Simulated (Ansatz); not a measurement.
`F[SiH]1CO1` + SiH₄ → `[SiH3][SiH]1CO1` + H–F  (formal exchange of groups at the Si–F bond)

Gas-phase electronic energies from Ansatz, PBE0-D4/def2-TZVP geometries. CBS: MP2 limit from def2 TZ/QZ plus the TZ coupled-cluster correction, frozen cores. This one scheme is used for every species. DFT in def2-TZVPP.

```tsv
level	ΔE (eV)
BLYP-D4	1.44
PBE	1.27
BLYP	1.53
r2SCAN	1.47
PBE0	1.33
LC-ωPBE	1.45
SCS-MP2/def2-QZVPP	1.58
CCSD/CBS(def2)	1.49
```

Task: What does CCSD(T)/CBS give? (Best estimate.)

Result: The calculation gave: +1.44 eV. The listed levels differ from it by 0.00, -0.17, 0.09, 0.03, -0.11, 0.01, 0.14, 0.05 eV.

Largest T1 diagnostic among the species: 0.015.

From BLYP to BHLYP (50 % exact exchange), in def2-TZVPP and without D4, ΔE moves by +0.13 eV. In def2-TZVPP, CCSD(T) changes the Hartree–Fock value by −0.33 eV (the triples alone add −0.05 eV) and MP2 by −0.29 eV. The D4 term adds −0.08 eV with B3LYP and −0.04 eV with PBE0; it sums over pairs of atoms, weighted by their polarisabilities, and B3LYP, whose exchange is more repulsive, gets the larger term.

B3LYP here is the variant with VWN-RPA as its local correlation; programs differ in this.
